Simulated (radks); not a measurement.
Spherical jellium clusters: N electrons in a uniform positive sphere of charge N and radius rs N^(1/3), rs = 2.89 bohr. Method: non-relativistic Kohn-Sham, LDA (Slater exchange, Perdew-Wang correlation), spin-polarised, spherical densities; computed with a radial shooting solver with Libxc functionals. Levels are named by radial order and angular momentum (1s, 1p, 1d, 2s, ...), and open shells are averaged over m. Each electron was tried in the lowest free levels, single moves between levels near the top were tried too, and the lowest total energy was kept; such a search can miss a lower state. Energies include the self-energy of the background; IP and EA are vertical (highest electron removed, lowest free level filled), at fixed background; spill-out counts the electrons outside the background radius R, and alpha is the static dipole polarisability from linear response (closed shells only). A dash means not computed or, for alpha, an open shell; in EA it means that no bound solution was reached, which is typical of self-interaction and does not show that the anion is unstable. Real open-shell clusters deform, which this model forbids.

\begin{tabular}{lrrrrrr}
N & open shells & 2S & E/N (eV) & E(N+1) + E(N-1) - 2E(N) (eV) & IP (eV) & EA (eV) \\ \hline
1 & 1s(up 1, down 0) & 1 & -0.770 & - & - & - \\
2 & none & 0 & -1.445 & 1.829 & 6.722 & - \\
3 & 1p(up 1, down 0) & 1 & -1.061 & -0.874 & 4.372 & - \\
4 & 1p(up 2, down 0) & 2 & -1.087 & -0.717 & 5.243 & - \\
5 & 1p(up 3, down 0) & 3 & -1.246 & 0.336 & 5.768 & - \\
6 & 1p(up 3, down 1) & 2 & -1.296 & -0.583 & 5.238 & - \\
7 & 1p(up 3, down 2) & 1 & -1.415 & -0.438 & 5.709 & 1.964 \\
8 & none & 0 & -1.559 & 2.094 & 6.028 & - \\
9 & 1d(up 1, down 0) & 1 & -1.439 & -0.395 & 3.825 & - \\
10 & 1d(up 2, down 0) & 2 & -1.382 & -0.358 & 4.240 & - \\
11 & 1d(up 3, down 0) & 3 & -1.367 & -0.318 & 4.570 & - \\
12 & 1d(up 4, down 0) & 4 & -1.382 & -0.281 & 4.839 & 1.598 \\
13 & 1d(up 5, down 0) & 5 & -1.416 & 0.420 & 5.063 & - \\
14 & 1d(up 5, down 0) 2s(up 1, down 0) & 6 & -1.416 & -0.242 & 4.583 & 1.496 \\
15 & 1d(up 5, down 2) & 3 & -1.431 & -0.276 & 4.815 & 1.759 \\
16 & 1d(up 5, down 3) & 2 & -1.462 & -0.222 & 5.028 & 1.985 \\
17 & 1d(up 5, down 4) & 1 & -1.502 & -0.197 & 5.207 & 2.183 \\
18 & none & 0 & -1.549 & 0.258 & 5.361 & 2.003 \\
19 & 2s(up 1, down 0) & 1 & -1.577 & 0.216 & 5.061 & 1.893 \\
20 & none & 0 & -1.592 & 1.086 & 4.863 & - \\
21 & 1f(up 1, down 0) & 1 & -1.553 & -0.204 & 3.818 & - \\
22 & 1f(up 2, down 0) & 2 & -1.527 & -0.189 & 4.006 & - \\
23 & 1f(up 3, down 0) & 3 & -1.512 & -0.176 & 4.174 & 1.443 \\
24 & 1f(up 4, down 0) & 4 & -1.506 & - & 4.325 & 1.607 \\
\end{tabular}

All shells are closed at N = 2, 8, 18, 20 (there: 1s2 1p6 1d10 2s2); the second difference of the energy has clear peaks (12 % above both neighbours; the first and last values, which can be the largest, are not judged, and half-filled shells can peak too) at N = 5, 8, 13, 18, 20.
